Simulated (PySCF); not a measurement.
[PySCF: coordinates at the GFN2-xTB level; PBE0/pcSseg-1 with gauge-including orbitals; non-relativistic; single conformer; no solvent; equivalent nuclei averaged]

References, each an isolated molecule treated in the same way: 1H (31.72 ppm), 13C (186.93 ppm) against TMS. Shifts are as computed. Against solution values, carbons near 30 ppm lie about +3 ppm off and those near 130 ppm about +5 ppm; carbons on Cl a further +6 ppm. Of 1211 compounds with measured shifts, 218 miss one by over three times the rms of a fit or turn the order of signals round; such compounds aren't used in these exercises. Carbons bonded to Cl come out too deshielded. OH and NH positions are gas-phase values without hydrogen bonding to other molecules.

Q: Order these molecules by the shift of their most deshielded carbon-bound hydrogen, lowest δ first.
A. CC1=CC[C@@](F)(C#N)O1
B. C=CCO[SiH2]C#CC
C. O=C1CCc2c(Cl)cccc21
D. C[SiH](Cl)Cl

A: D (0.65 ppm, hydrogen on a methyl carbon bonded to Si), A (4.87 ppm, hydrogen on a β carbon of an enol-ether or enamine type C=C), B (6.45 ppm, hydrogen on an alkene CH), C (8.11 ppm, hydrogen on an aromatic CH).

Q: Order these molecules by the shift of their most deshielded carbon, lowest δ first.
A. C[SiH](Cl)Cl
B. O=C1CCc2c(Cl)cccc21
C. C=CCO[SiH2]C#CC
D. [H]/N=C\[C@@H]1CCC[C@H]2C[C@H]21
E. CC1=CC[C@@](F)(C#N)O1

A: A (8.9 ppm, methyl carbon bonded to Si), C (148.4 ppm, alkene CH), E (163.2 ppm, alkene carbon bearing oxygen), D (180.7 ppm, C=N carbon), B (208.8 ppm, ketone carbonyl carbon).

Q: How many 13C and 1H signals does each give (equivalence by symmetry and fast rotation, but not about amide C–N or C=N bonds)? `O=C1CCc2c(Cl)cccc21`, `[H]/N=C\[C@@H]1CCC[C@H]2C[C@H]21`, `C[SiH](Cl)Cl`, `C=CCO[SiH2]C#CC`, `CC1=CC[C@@](F)(C#N)O1`

A: O=C1CCc2c(Cl)cccc21: 9 C, 5 H; [H]/N=C\[C@@H]1CCC[C@H]2C[C@H]21: 8 C, 13 H; C[SiH](Cl)Cl: 1 C, 2 H; C=CCO[SiH2]C#CC: 6 C, 6 H; CC1=CC[C@@](F)(C#N)O1: 6 C, 4 H.
